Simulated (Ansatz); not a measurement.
# Worked example: the barrier

An elementary step of BH₂SF₃, singlet (BHSF₂ ([F][B]([F])[SH]) + HF → BF₃ ([F][B]([F])[F]) + H₂S; bonds formed: B1–F6, S2–H5; bonds broken: B1–S2, H5–F6). “Start” is the structure reached by relaxing down from the saddle towards the reactants; PBE0-D4/def2-TZVP structures. The saddle:

B1  (-0.599, -0.167, -0.308)
S2  (0.907, 1.125, -0.140)
F3  (-0.337, -1.246, -1.040)
F4  (-1.779, 0.433, -0.429)
H5  (0.388, 0.199, 1.162)
F6  (-0.429, -0.575, 1.241)
H7  (1.848, 0.231, -0.487)
(Å)

Ansatz 0.2.0; basis: def2-TZVPP and def2-QZVPP; cores frozen in the correlated methods.

Energies in eV:

| quantity | saddle | start |
| --- | --- | --- |
| Hartree–Fock, triple zeta (X = 3) | -19645.72048 | -19646.96642 |
| Hartree–Fock, quadruple zeta (X = 4) | -19646.40922 | -19647.66851 |
| MP2 correlation, X = 3 | -28.87136 | -28.27545 |
| MP2 correlation, X = 4 | -31.49740 | -30.91039 |
| CCSD(T) correlation, X = 3 | -30.34387 | -29.79105 |

(1) Work out the barrier at the basis limit: extrapolate Hartree–Fock as E(X) = E∞ + A exp(−7.88 √X) and the MP2 correlation as E(X) = E∞ + B X^−2.97 (the exponents that Neese and Valeev fitted for def2-TZVPP and QZVPP), then add CCSD(T) − MP2 in triple zeta.

The T1 diagnostic stays at or below 0.013.

Results:

(1) Each step is linear, so take the differences first (saddle − start): Hartree–Fock 1.24594 (X = 3) and 1.25929 (X = 4); MP2 correlation -0.59591 and -0.58701; CCSD(T) correlation -0.55282.
Two points give E∞ = E(4) + w [E(4) − E(3)], with w = 1/(exp(7.88 (2 − √3)) − 1) = 0.1377 for Hartree–Fock and w = 1/((4/3)^2.97 − 1) = 0.7407 for the correlation.
Hartree–Fock: 1.25929 + 0.1377 × 0.01335 = 1.2611 eV.
MP2 correlation: -0.58701 + 0.7407 × 0.00890 = -0.5804 eV.
CCSD(T) − MP2: -0.55282 − (-0.59591) = 0.0431 eV.
Sum: 1.2611 + (-0.5804) + 0.0431 = 0.7238 eV, or 16.69 kcal/mol. Plain CCSD(T) in triple zeta gives 0.6931 eV, so the larger basis shifts the result by 0.0307 eV.

Labels in which every atom is bracketed show which atoms are joined, not bond orders.

For scale, one of the runs: CCSD(T)/def2-TZVPP, 194 basis functions, launched by `ansatz run in.yaml --threads 4 --pin off --events-out ev --progress --plain --max-ram 9574MiB`. The run took 44 s on 4 CPU threads of an Arm Neoverse V2 (shared host), with 2.4 GiB of host memory at its peak.
